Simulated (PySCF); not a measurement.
**Correlation energy of As(5+) (arsenic, charge +5)**

Starting occupation: [Ar] 3d10. Calculation: PySCF 2.14, in x2c-TZVPPall-2c with one added diffuse shell each of s, p, d type (7s8p5d1f, 63 functions); X2C-1e with screened-nucleus spin-orbit coupling, Gaussian nucleus. Frozen: 1s2; 26 electrons correlated.

MP2 pair energies summed by pair of shells (mhartree):

| pair | energy | share (%) |
| --- | --- | --- |
| 3d3/2-3d5/2 | -44.42 | 15.7 |
| 3d5/2-3p3/2 | -33.22 | 11.7 |
| 3d5/2-3d5/2 | -31.49 | 11.1 |
| 3d3/2-3p3/2 | -22.29 | 7.9 |
| 3d5/2-3p1/2 | -16.68 | 5.9 |
| 3d5/2-3s1/2 | -13.67 | 4.8 |
| 2p1/2-2p3/2 | -13.19 | 4.6 |
| 3d3/2-3d3/2 | -13.16 | 4.6 |
| 3p1/2-3p3/2 | -12.61 | 4.4 |
| 3p3/2-3p3/2 | -11.30 | 4.0 |
| 2p3/2-2p3/2 | -10.68 | 3.8 |
| 3d3/2-3p1/2 | -10.60 | 3.7 |
| 3p3/2-3s1/2 | -9.24 | 3.3 |
| 3d3/2-3s1/2 | -9.03 | 3.2 |
| 3p1/2-3s1/2 | -4.61 | 1.6 |
| 2p3/2-3p3/2 | -4.39 | 1.5 |
| 2p3/2-3p1/2 | -2.94 | 1.0 |
| 2p1/2-3p3/2 | -2.81 | 1.0 |
| 3p1/2-3p1/2 | -2.47 | 0.9 |
| 2p1/2-2p1/2 | -2.35 | 0.8 |
| 2p3/2-2s1/2 | -2.19 | 0.8 |
| 3s1/2-3s1/2 | -1.81 | 0.6 |
| 2s1/2-3p3/2 | -1.18 | 0.4 |
| 2p1/2-2s1/2 | -1.12 | 0.4 |
| 2p3/2-3d5/2 | -0.88 | 0.3 |
| 2p1/2-3p1/2 | -0.86 | 0.3 |
| 2p3/2-3s1/2 | -0.82 | 0.3 |
| 2s1/2-3p1/2 | -0.63 | 0.2 |
| 2s1/2-3d5/2 | -0.51 | 0.2 |
| 2p3/2-3d3/2 | -0.47 | 0.2 |

Total MP2 correlation energy: -283.71 mhartree.

```csv
level,correlation energy (mhartree)
CCSD,-266.92
```

Diagnostics: T1 = 0.0034, largest double amplitude 0.007.

Task: Is a single reference adequate?

Result: Yes: T1 lies below 0.03 and no double amplitude reaches 0.07.

This basis was not built for core-valence correlation, so the inner-shell part is incomplete.
